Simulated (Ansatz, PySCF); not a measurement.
Molecule: dichloro-bis(sulfanyl)silane, SiH2S2Cl2, net charge 0, singlet state. SMILES: S[Si](S)(Cl)Cl
Geometry: optimised at B3LYP-D3(BJ)/def2-TZVP (Ansatz, a quantum-chemistry and plane-wave program).

Wanted: vertical triplet-singlet gap, E(triplet) - E(singlet), in eV. Terms: each state is the SCF solution reached for its charge and spin; valence correlation only; six Cartesian d functions in 6-31G* and its kin unless marked 5d; open shells spin-unrestricted; spin-orbit terms left out; dispersion terms only where a functional's name holds one; non-relativistic. Basis-set limits of correlation are two-point, X^-3; Hartree-Fock from the larger set. The bracket is a focal-point correction in the basis named. First-principles rows: single points at B3LYP-D3(BJ) geometries (Ansatz). Levels can end on unlike triplets.

```tsv
species	coefficient	E at M06-2X/6-31G* (5d) (PySCF), Eh	E at wB97M-V/def2-TZVPD (Ansatz), Eh
charge 0, triplet	+1	-2007.20928	-2007.40526
charge 0, singlet	-1	-2007.43227	-2007.61801
```

Coupled cluster (Ansatz) is a level with limits of its own, used here on species with T1 under 0.025 (0.045 for open shells) and stable references: RI-MP2/CBS(aug-cc-pV(T+d)Z,aug-cc-pV(Q+d)Z)+[CCSD(T)-MP2]/aug-cc-pV(T+d)Z. Value to compare with, RI-MP2/CBS(aug-cc-pV(T+d)Z,aug-cc-pV(Q+d)Z)+[CCSD(T)-MP2]/aug-cc-pV(T+d)Z (Ansatz): 5.87 eV. 1 Eh = 27.2114 eV.

### Question
Work the quantity out at each level, and compare with RI-MP2/CBS(aug-cc-pV(T+d)Z,aug-cc-pV(Q+d)Z)+[CCSD(T)-MP2]/aug-cc-pV(T+d)Z (Ansatz).

### Answer

- M06-2X/6-31G* (5d): the sum of coefficient times E is 0.22299 Eh, or 6.068 eV. Result: 6.07 eV. Its difference against RI-MP2/CBS(aug-cc-pV(T+d)Z,aug-cc-pV(Q+d)Z)+[CCSD(T)-MP2]/aug-cc-pV(T+d)Z (Ansatz) is 0.20 eV.
- wB97M-V/def2-TZVPD: the sum of coefficient times E is 0.21275 Eh, or 5.789 eV. Result: 5.79 eV. Its difference against RI-MP2/CBS(aug-cc-pV(T+d)Z,aug-cc-pV(Q+d)Z)+[CCSD(T)-MP2]/aug-cc-pV(T+d)Z (Ansatz) is -0.08 eV.
